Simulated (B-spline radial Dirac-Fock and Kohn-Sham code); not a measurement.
**K-line shifts caused by a second vacancy in P⁵⁺**

System: P⁵⁺ in the configuration [He] 2s2 2p6, inside a Watson sphere of charge -5 and radius 2.4 Å (a model of the Madelung potential; inside it an electron's potential energy is raised by 30.0 eV).

Calculated with a radial atomic solver, using relaxed Dirac-Fock hole states (ΔSCF) with Breit and QED corrections and a finite nucleus. Each two-hole energy is an average over J within one jj subconfiguration, not an observable level; in light atoms, where LS coupling holds, the j-resolved values are not observed lines, and for a K spectator the Kα1 hypersatellite is nearly forbidden. Correlation and solid-state effects are left out.

Lines without a spectator: Kα2 (K-L2) 2018.8 eV, Kα1 (K-L3) 2019.7 eV. Shifts in eV with one spectator hole (a dash: not computed, or left out as unreliable):

```
spectator hole     Kα2     Kα1
    L2 (2p1/2)  +11.97  +14.72
    L3 (2p3/2)  +14.40  +13.59
```

Question: Where does the K-L3 hypersatellite lie, emitted when both K electrons are missing?

Answer: +152.3 eV from the normal line, at 2171.9 eV. Removing both K electrons costs 4629.3 eV, which is 212.2 eV more than twice the K binding energy. In light atoms the observed hypersatellite is the ¹S₀ → ¹P₁ component, which lies below this average, and the triplet component is nearly forbidden.

With n spectator holes in 2p, averaged over the 2p shell (energies in eV):

| n | KαLⁿ | step | hypersatellite KαʰLⁿ |
| --- | --- | --- | --- |
| 0 | 2019.4 | – | 2171.5 |
| 1 | 2033.4 | +14.0 | 2187.0 |
| 2 | 2048.9 | +15.5 | 2204.0 |
| 3 | 2065.9 | +17.0 | 2222.4 |
| 4 | 2084.4 | +18.5 | 2242.2 |
| 5 | 2104.3 | +19.9 | 2263.4 |
